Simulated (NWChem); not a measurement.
C2H8Si2; SMILES [SiH3]/C=C\[SiH3]

Computed with NWChem. Pople sets run with spherical d functions. The geometry was optimised at PBE0/def2-SVP. Gas phase, vertical.

PBE/6-31G*, full TDDFT puts singlet state 2 at 6.08 eV with oscillator strength 0.253.

Question: Give the wavelength, the transition dipole and the radiative lifetime of that state in vacuum.

Answer: 
1. λ = 1239.84/6.08 = 204 nm, or 49040 cm⁻¹.
2. f = (2/3) ΔE μ² in atomic units, so μ = √(1.5 f/ΔE) = 1.30 a.u. = 3.31 D.
3. τ = 1.499 s cm⁻² / (f ν²) = 2.5 ns, for a non-degenerate state that emits at the vertical energy; a higher state like this one mostly decays faster by other paths.
